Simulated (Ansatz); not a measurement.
Species: SiH₂Cl, charge 1, singlet. SiH2Cl+ (parent SMILES [SiH2]Cl, singlet).
B3LYP-D3(BJ)/def2-TZVP minimum from Ansatz (an electronic-structure program):
```
Si
H 1 1.4659
H 1 1.4659 2 123.46
Cl 1 1.9544 2 118.27 3 180.00
```
Charge +1, spin multiplicity 1.

Total energies in cc-pV(T+d)Z, 12 correlated electrons, 10 frozen orbitals. UHF or UKS for unpaired electrons; spin-orbit terms are left out. Cores are frozen in correlated methods. No relativity. The spin of H2ClSi+ (parent SMILES [SiH2]Cl, singlet) was assumed, and the state is the lowest solution found for it.

```json
[
 {"method": "HF", "program": "Ansatz", "energy (Eh)": "-749.36481", "minus CCSDT(Q) (mEh)": "331.34"},
 {"method": "MP2", "program": "Ansatz", "energy (Eh)": "-749.64969", "minus CCSDT(Q) (mEh)": "46.46"},
 {"method": "CCSD", "program": "Ansatz", "energy (Eh)": "-749.68204", "minus CCSDT(Q) (mEh)": "14.11"},
 {"method": "CCSD(T)", "program": "Ansatz", "energy (Eh)": "-749.69455", "minus CCSDT(Q) (mEh)": "1.59"},
 {"method": "CCSDT(Q)", "program": "Ansatz", "energy (Eh)": "-749.69615", "minus CCSDT(Q) (mEh)": "0.00"}
]
```

Rough core times of Ansatz's runs on a shared machine: CCSD(T) under 20 s, CCSDT(Q) 3 min.
